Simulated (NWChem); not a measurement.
Species: SiClF, singlet; SMILES F[Si]Cl

All runs: NWChem. Low-valent species are run as closed-shell singlets; no triplet was tried in these runs. The level has its own optimisation; frequencies are unscaled.

**Question.** Predict the results for PBE-D3(BJ)/def2-SVP. Quantities: r F–Si (Å); r Cl–Si (Å); highest harmonic frequency (cm⁻¹); lowest (cm⁻¹); zero-point energy (kcal/mol); dipole (D).

**Answer.** 
- r F–Si (Å) = 1.647
- r Cl–Si (Å) = 2.111
- highest harmonic frequency (cm⁻¹) = 836
- lowest (cm⁻¹) = 245
- zero-point energy (kcal/mol) = 2.3
- dipole (D) = 1.00
